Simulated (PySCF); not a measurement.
These compounds are isomers of formula C₆H₇F₃O.

A. SMILES FC(F)C1=C[C@@H](F)COC1
B. SMILES C[C@@H]1CC=C(C(F)(F)F)O1
C. SMILES [C@@H]12CC[C@@H](C(F)(F)F)[C@@H]1O2
D. `C(CCC(C=C)=O)(F)(F)F`

Spectrum 1. ¹H NMR (300 MHz, computed): δ 3.32 (m, 1H), 3.21 (m, 1H), 2.71 (m, 1H), 1.99 (m, 1H), 1.79 (m, 1H), 1.76 (m, 1H), 1.73 (m, 1H). ¹³C{¹H} NMR (computed): δ 136.7 (C), 54.6 (CH), 53.9 (CH), 48.1 (CH), 29.6 (CH2), 23.4 (CH2).

Spectrum 2. ¹H NMR (300 MHz, computed): δ 6.69 (m, 1H), 6.57 (m, 1H), 4.82 (m, 1H), 4.61 (m, 1H), 4.33 (m, 1H), 4.18 (m, 1H), 3.65 (m, 1H). ¹³C{¹H} NMR (computed): δ 148.5 (C), 129.2 (CH), 119.8 (CH), 83.5 (CH), 73.3 (CH2), 66.5 (CH2).

Spectrum 3. ¹H NMR (300 MHz, computed): δ 5.53 (m, 1H), 4.97 (m, 1H), 3.18 (m, 1H), 2.44 (m, 1H), 1.31 (d, 3H). ¹³C{¹H} NMR (computed): δ 155.0 (C), 128.4 (C), 108.6 (CH), 81.3 (CH), 41.2 (CH2), 25.2 (CH3).

Spectrum 4. ¹H NMR (300 MHz, computed): δ 6.53 (m, 1H), 6.52 (m, 1H), 6.52 (m, 1H), 3.00 (t, 2H), 2.38 (m, 2H). ¹³C{¹H} NMR (computed): δ 202.2 (C), 146.2 (CH), 137.6 (CH2), 136.7 (C), 34.6 (CH2), 33.2 (CH2).

Level of theory: NMR shieldings at PBE0/pcSseg-1/GIAO, structure optimised with GFN2-xTB, in PySCF 2.14.0 with density-fitted response routines (relativity neglected, gas phase, rapidly exchanging positions averaged, a single conformation).

References, each an isolated molecule treated in the same way: ¹H and ¹³C against TMS. Splittings of carbon signals by F and P are missing where no couplings were computed. Where no couplings were computed, multiplicities follow the n + 1 count of equivalent neighbours, and m marks all less simple cases (inequivalent or close neighbours, rings, F or P nearby). Shifts are as computed. Against solution values, carbons near 30 ppm lie about +3 ppm off and those near 130 ppm about +5 ppm. Of 1211 compounds with measured shifts, 218 miss one by over three times the rms of a fit or turn the order of signals round; such compounds aren't used in these exercises.

Match each spectrum to its structure.

Answers

1–C, 2–A, 3–B, 4–D.

- Spectrum 1 (C): 6 ¹³C signals; δC 136.7 is a CF3 carbon; δC 54.6 is an epoxide ring carbon.
- Spectrum 2 (A): 6 ¹³C signals; δC 148.5 is a fully substituted alkene carbon; δC 129.2 is an alkene CH.
- Spectrum 3 (B): 6 ¹³C signals; δC 155.0 is an alkene carbon bearing oxygen; δC 128.4 is a CF3 carbon.
- Spectrum 4 (D): 6 ¹³C signals; δC 202.2 is a ketone carbonyl carbon; δC 146.2 is an α carbon of a C=C–C=O unit.
